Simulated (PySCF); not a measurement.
BH3. Atoms are numbered in the order given.

```xyz
4

B      0.0000     0.0000     0.0000
H     -1.1894     0.0000     0.0000
H      0.5947    -1.0300     0.0000
H      0.5947     1.0300     0.0000
```
Charge 0, spin multiplicity 1.

The structure is a stationary point at B3LYP-D3(BJ)/def2-TZVPD. The isomer is the one that the SMILES or the coordinates give; other isomers of the formula were not compared.

Computed with PBE0/def2-TZVPD (PySCF).

ESP charges are fitted to the potential on shells at 1.4 to 2.0 van der Waals radii. Atomic charges (e):

```csv
atom,meta-Löwdin,ESP fit
B1,[?],0.36
H2,[?],-0.12
H3,[?],-0.12
H4,[?],-0.12
```

Some entries are withheld; supply them. (The exact figures need the calculation; the answer reports its results.)


- B1, meta-Löwdin: -0.06
- H2, meta-Löwdin: 0.02
- H3, meta-Löwdin: 0.02
- H4, meta-Löwdin: 0.02
